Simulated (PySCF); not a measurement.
Species: C2H13NO2Si3.
Bonds: C1–O2, O2–Si3, Si3–O4, O4–C5, Si3–N6, N6–Si7, N6–Si8. Hydrogens: H9, H10, H11 on C1; H12 on Si3; H13, H14, H15 on C5; H16, H17, H18 on Si7; H19, H20, H21 on Si8.

The same species was optimised twice, with GFN2-xTB and with PBE0-D3(BJ)/def2-SVP (PySCF), and the same property calculations (PySCF, gas phase) were run on both structures.

```
       coordinate  GFN2-xTB  PBE0-D3(BJ)/def2-SVP  change
       O2–Si3 (Å)     1.611                 1.649  +0.038
       Si3–O4 (Å)     1.614                 1.645  +0.031
       N6–Si8 (Å)     1.744                 1.761  +0.017
       N6–Si7 (Å)     1.739                 1.754  +0.015
        C1–O2 (Å)     1.392                 1.401  +0.009
        O4–C5 (Å)     1.392                 1.399  +0.007
       Si3–N6 (Å)     1.747                 1.743  -0.004
    O2–Si3–O4 (°)      99.2                 103.7    +4.5
   Si7–N6–Si8 (°)     125.0                 121.8    -3.2
    O2–Si3–N6 (°)     113.6                 110.7    -2.9
   Si3–N6–Si8 (°)     115.7                 118.0    +2.3
    Si3–O4–C5 (°)     124.4                 125.7    +1.3
   Si3–N6–Si7 (°)     118.9                 120.0    +1.1
    C1–O2–Si3 (°)     124.8                 124.2    -0.6
    O4–Si3–N6 (°)     111.9                 111.7    -0.2
 C1–O2–Si3–O4 (°)       173                   173       0
 O2–Si3–O4–C5 (°)       166                   162      -4
O2–Si3–N6–Si7 (°)       149                   130     -19
```

Rotational constants: A = 1229, B = 988.6, C = 784.5 MHz (GFN2-xTB) against A = 1147, B = 974.1, C = 787.1 MHz (PBE0-D3(BJ)/def2-SVP). Point groups within 0.08 Å: C1 and C1.

On the GFN2-xTB structure: HOMO (eV) -7.66 [PBE0/pcSseg-1]; LUMO (eV) 0.14 [PBE0/pcSseg-1]; dipole (D) 1.44 [PBE0/pcSseg-1]; GIAO shielding of C1/C5 (mean) (ppm) 136.3 [PBE0/pcSseg-1]; GIAO shielding of O2/O4 (mean) (ppm) 309.7 [PBE0/pcSseg-1]; GIAO shielding of Si3 (ppm) 393.0 [PBE0/pcSseg-1]; GIAO shielding of N6 (ppm) 257.0 [PBE0/pcSseg-1]; GIAO shielding of Si7/Si8 (mean) (ppm) 397.4 [PBE0/pcSseg-1].

What do these properties become on the PBE0-D3(BJ)/def2-SVP structure?

```
                                    property          level  on GFN2-xTB  on PBE0-D3(BJ)/def2-SVP  change
                                   HOMO (eV)  PBE0/pcSseg-1        -7.66                    -7.72   -0.06
                                   LUMO (eV)  PBE0/pcSseg-1         0.14                     0.07   -0.07
                                  dipole (D)  PBE0/pcSseg-1         1.44                     1.42   -0.02
energy, GFN2-xTB geometry as zero (kcal/mol)  PBE0/pcSseg-1          0.0                     -4.0    -4.0
        GIAO shielding of C1/C5 (mean) (ppm)  PBE0/pcSseg-1        136.3                    133.9    -2.4
        GIAO shielding of O2/O4 (mean) (ppm)  PBE0/pcSseg-1        309.7                    303.8    -5.9
                 GIAO shielding of Si3 (ppm)  PBE0/pcSseg-1        393.0                    391.2    -1.8
                  GIAO shielding of N6 (ppm)  PBE0/pcSseg-1        257.0                    255.1    -1.9
      GIAO shielding of Si7/Si8 (mean) (ppm)  PBE0/pcSseg-1        397.4                    400.8    +3.4
```

The heavy atoms differ by 0.164 Å rms after alignment. Among the bonds compared O2–Si3 changes most (+0.038 Å). Changes are differences of the printed values. Neither structure is proved a minimum here.

The values belong to the conformer `[CH3:1][O:2][SiH:3]([O:4][CH3:5])[N:6]([SiH3:7])[SiH3:8]`: C1–O2–Si3–O4 173°, O2–Si3–O4–C5 162°, O2–Si3–N6–Si7 130°.
